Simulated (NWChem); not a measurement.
The numbers come from NWChem runs, not from measurements. System: BF (+1), charge 1, spin multiplicity 2, at a geometry optimised with UPBE0/def2-SVP. The structure started from a generated list of species. Its SCF solution wasn't tested for a lower state. Level: G0W0@UPBE0/def2-TZVP, RI basis def2-tzvp-rifit.

Output (cleaned and shortened):

```
             Northwest Computational Chemistry Package (NWChem) 7.3.0
             --------------------------------------------------------

                                NWChem Input Module
                                -------------------

 Scaling coordinates for geometry "geometry" by  1.889725989
 (inverse scale =  0.529177249)

 Turning off AUTOSYM since
 SYMMETRY directive was detected!

                             Geometry "geometry" -> ""
                             -------------------------

 Output coordinates in angstroms (scale by  1.889725989 to convert to a.u.)

  No.       Tag          Charge          X              Y              Z
 ---- ---------------- ---------- -------------- -------------- --------------
    1 B                    5.0000     0.00000000     0.00000000     0.78089700
    2 F                    9.0000     0.00000000     0.00000000    -0.43383100

 Effective nuclear repulsion energy (a.u.)      19.6035459831

            Nuclear Dipole moment (a.u.)
            ----------------------------
        X                 Y               Z
 ---------------- ---------------- ----------------
     0.0000000000     0.0000000000     0.0000113384

      Symmetry information
      --------------------

 Group name             C2v
 Group number             16
 Group order               4
 No. of unique centers     2

      Symmetry unique atoms

     1    2


 Summary of "ao basis" -> "" (spherical)
 ------------------------------------------------------------------------------
       Tag                 Description            Shells   Functions and Types
 ---------------- ------------------------------  ------  ---------------------
 *                         def2-tzvp                  on all atoms

 new library libraries.bse/

 Summary of "ri basis" -> "" (spherical)
 ------------------------------------------------------------------------------
       Tag                 Description            Shells   Functions and Types
 ---------------- ------------------------------  ------  ---------------------
 *                      def2-tzvp-rifit               on all atoms

                                 NWChem DFT Module
                                 -----------------

 Summary of "ao basis" -> "ao basis" (spherical)
 ------------------------------------------------------------------------------
       Tag                 Description            Shells   Functions and Types
 ---------------- ------------------------------  ------  ---------------------
 B                         def2-tzvp                11       31   5s3p2d1f
 F                         def2-tzvp                11       31   5s3p2d1f

 Summary of "ao basis" -> "ao basis" (spherical)
 ------------------------------------------------------------------------------
       Tag                 Description            Shells   Functions and Types
 ---------------- ------------------------------  ------  ---------------------
 B                         def2-tzvp                11       31   5s3p2d1f
 F                         def2-tzvp                11       31   5s3p2d1f

      Symmetry analysis of basis
      --------------------------

        a1         28
        a2          6
        b1         14
        b2         14

            General Information
            -------------------
          SCF calculation type: DFT
          Wavefunction type:  spin polarized.
          No. of atoms     :     2
          No. of electrons :    13
           Alpha electrons :     7
            Beta electrons :     6
          Charge           :     1
          Spin multiplicity:     2
          Use of symmetry is: on ; symmetry adaption is: on
          Maximum number of iterations: 100
          This is a Direct SCF calculation.
          AO basis - number of functions:    62
                     number of shells:    22
          Convergence on energy requested:  1.00D-06
          Convergence on density requested:  1.00D-05
          Convergence on gradient requested:  5.00D-04

              XC Information
              --------------
                         PBE0 Method XC Functional
                     Hartree-Fock (Exact) Exchange  0.250
          PerdewBurkeErnzerhof Exchange Functional  0.750
[...]
  ----- ------------  ---------------      ----- ------------  ---------------
     4      0.486961  1 B  s                  3      0.379739  1 B  s
     8      0.275323  1 B  pz                 2     -0.191856  1 B  s
    11      0.160755  1 B  pz                 5      0.157744  1 B  s
    39     -0.125839  2 F  pz                 1     -0.096032  1 B  s
    42     -0.091102  2 F  pz                35     -0.079393  2 F  s

 Vector    8  Occ=0.000000D+00  E=-3.205863D-01  Symmetry=b2
              MO Center=  3.3D-31, -9.1D-15,  7.3D-01, r^2= 1.5D+00
   Bfn.  Coefficient  Atom+Function         Bfn.  Coefficient  Atom+Function
  ----- ------------  ---------------      ----- ------------  ---------------
    10      0.529243  1 B  py                 7      0.509520  1 B  py
    38     -0.217223  2 F  py                44     -0.215121  2 F  py
    13      0.200821  1 B  py                41     -0.182519  2 F  py

 Vector    9  Occ=0.000000D+00  E=-3.205863D-01  Symmetry=b1
              MO Center= -8.8D-16,  2.0D-31,  7.3D-01, r^2= 1.5D+00
   Bfn.  Coefficient  Atom+Function         Bfn.  Coefficient  Atom+Function
  ----- ------------  ---------------      ----- ------------  ---------------
     9      0.529243  1 B  px                 6      0.509520  1 B  px
    37     -0.217223  2 F  px                43     -0.215121  2 F  px
    12      0.200821  1 B  px                40     -0.182519  2 F  px

   alpha - beta orbital overlaps
   -----------------------------

   alpha      1      2      3      4      5      6      7      8      9     10
    beta      1      2      3      4      6      5      7      8      9     10
 overlap   1.000  1.000  1.000  0.999  0.999  0.999  0.987  0.996  0.996  0.980

   alpha     11     12     13     14     15     16     17     18     19     20
    beta     11     12     13     14     15     16     18     19     17     20
 overlap   0.996  0.999  0.999  0.982  1.000  1.000  0.986  0.986  0.991  0.986

   alpha     21     22     23     24     25     26     27     28     29     30
    beta     21     22     23     26     24     25     27     28     29     30
 overlap   0.988  0.988  0.918  0.912  0.999  0.999  0.999  0.994  0.994  0.993

   alpha     31     32     33     34     35     36     37     38     39     40
    beta     31     32     33     34     35     36     38     37     41     39
 overlap   0.993  1.000  1.000  0.995  0.995  0.999  0.993  0.993  0.999  0.999

   alpha     41     42     43     44     45     46     47     48     49     50
    beta     40     42     43     44     46     45     47     48     50     49
 overlap   0.999  0.999  1.000  1.000  1.000  1.000  1.000  1.000  1.000  1.000

   alpha     51     52     53     54     55     56     57     58     59     60
    beta     51     52     54     53     55     56     57     59     58     60
 overlap   1.000  1.000  1.000  1.000  1.000  1.000  1.000  1.000  1.000  1.000

   alpha     61     62
    beta     61     62
 overlap   1.000  1.000

     --------------------------
     Expectation value of S2:
     --------------------------
      <S2> =      0.7532 (Exact =     0.7500)

 center of mass
 --------------
 x =   0.00000000 y =   0.00000000 z =   0.02235867

 moments of inertia (a.u.)
 ------------------
          36.728232590249           0.000000000000           0.000000000000
           0.000000000000          36.728232590249           0.000000000000
           0.000000000000           0.000000000000           0.000000000000

     Multipole analysis of the density
     ---------------------------------

     L   x y z        total         alpha         beta         nuclear
     -   - - -        -----         -----         ----         -------
     0   0 0 0      1.000000     -7.000000     -6.000000     14.000000

     1   1 0 0      0.000000      0.000000     -0.000000      0.000000
     1   0 1 0      0.000000      0.000000     -0.000000      0.000000
     1   0 0 1      1.363282     -0.506799      1.870070      0.000011

     2   2 0 0     -5.449936     -3.309228     -2.140708      0.000000
     2   1 1 0      0.000000      0.000000     -0.000000      0.000000
     2   1 0 1      0.000000      0.000000      0.000000      0.000000
     2   0 2 0     -5.449936     -3.309228     -2.140708      0.000000
     2   0 1 1      0.000000      0.000000      0.000000      0.000000
     2   0 0 2     -3.739090    -13.445324     -7.230913     16.937146

 Task  times  cpu:        1.4s     wall:        1.4s

                                NWChem Input Module
                                -------------------

                                 NWChem GW Module
                                 ----------------

                             ***********************
                             ***        GW       ***
                             ***********************

 Summary of "ri basis" -> "ri basis" (spherical)
 ------------------------------------------------------------------------------
       Tag                 Description            Shells   Functions and Types
 ---------------- ------------------------------  ------  ---------------------
 B                      def2-tzvp-rifit             22       76   8s6p4d3f1g
 F                      def2-tzvp-rifit             22       76   8s6p4d3f1g

                 Memory Information
                 ------------------
          Available GA per process is          1699.9 MBs
          Available stack per process is        700.0 MBs
          Available heap per process is           0.0 MBs

          Peak memory in Initialization
              Peak GA per process is                  1.5 MBs
              Peak stack per process is               0.0 MBs
              Peak heap per process is                1.5 MBs
              Memory not in MA per process            0.0 MBs

          Peak memory in AFF Calculation
              Peak GA per process is                  6.0 MBs
              Peak stack per process is               4.0 MBs
              Peak heap per process is                0.0 MBs
              Memory not in MA per process            4.0 MBs

          Computing 2-center integrals
          Computing Inverse Cholesky factor
          Computing 3-center integrals
          Computing V_xc ...

          Computing Sigma_x
          Computing RPA polarizability
          Solving quasiparticle equations

                  Alpha Orbitals
          State     Energy (eV)     Error (eV)
          -----------------------------------
@GW         4        -30.043           0.002
@GW         5        -27.369           0.002
@GW         6        -27.369           0.002
@GW         7        -23.210           0.002
@GW         8         -7.175           0.002
@GW         9         -7.175           0.002

                   Beta Orbitals
          State     Energy (eV)     Error (eV)
          -----------------------------------
@GW         3        -49.905           0.000
@GW         4        -29.914           0.002
@GW         5        -27.405           0.002
@GW         6        -27.405           0.002
@GW         7        -10.738           0.002
@GW         8         -6.173           0.002

   Applying  -3.5727 eV scissor-shift to rest of particle states

   Applying   3.3460 eV scissor-shift to rest of hole states

   Applying  -3.4548 eV scissor-shift to rest of particle states

   Applying   2.5164 eV scissor-shift to rest of hole states

     GW Timing Statistics
   ------------------------
   Init.   :          0.0s
     ERIs  :          0.1s
     Distr.:          0.0s
     Vxc   :          0.2s
   Sigma_x :          0.0s
   RPA     :          0.1s
   Wmn     :          0.0s
   Sigma_c :          0.0s
   GW total:          0.4s

 Task  times  cpu:        0.4s     wall:        0.4s

 Total times  cpu:        1.9s     wall:        1.9s
```

Task: Write an NWChem input that would produce this output.

Result: This is not unique; one that fits is 
```
start mol
memory heap 200 mb stack 700 mb global 1700 mb
charge 1
geometry units angstroms nocenter noautoz
  B      0.000000     0.000000     0.780897
  F      0.000000     0.000000    -0.433831
  symmetry group C2v
end
basis spherical
  * library def2-tzvp
end
basis "ri basis" bse spherical
  * library def2-tzvp-rifit
end
dft
  xc pbe0
  odft
  mult 2
  iterations 100
  direct
  tolerances tight
end
task dft energy
gw
  states alpha occ 4 vir 2
  states beta occ 4 vir 2
end
task dft gw
```
